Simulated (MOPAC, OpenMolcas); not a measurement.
## How methods differ on GaSiH4F (SMILES [F][GaH][SiH3])

The species is GaSiH4F (7 atoms), meant as a singlet with charge 0. SMILES: `[F][GaH][SiH3]`. Geometry: relaxed at PBE0-D4/def2-TZVP.

Quantity: the HOMO–LUMO gap, in eV. The values are calculated.

| level | kind | program | value (eV) | CPU time |
| --- | --- | --- | --- | --- |
| AM1 | semi-empirical | MOPAC | 8.14 | under 2 s |
| HF/def2-SVP | Hartree–Fock | OpenMolcas | 11.64 | 4.4 s |
| SVWN5/def2-SVP | LDA | OpenMolcas | 4.03 | 10 s |
| PBE/def2-SVP | GGA | OpenMolcas | 4.15 | 14 s |
| revPBE/def2-SVP | GGA | OpenMolcas | 4.21 | 14 s |
| M06-L/def2-SVP | meta-GGA | OpenMolcas | 4.75 | 17 s |
| PBE0/def2-SVP | global hybrid | OpenMolcas | 6.13 | 13 s |
| B2PLYP/def2-SVP | double hybrid | OpenMolcas | 8.15 | 9.4 s |

All-electron rows without a relativistic Hamiltonian named are non-relativistic. The values span 4.03 to 11.64 eV. Orbital gaps aren't excitation energies, and those of double hybrids come from the SCF part alone; they tend to grow with the share of exact exchange. Times are those of the runs behind each value, whatever else they computed, on shared processors of several kinds: orders of magnitude only.
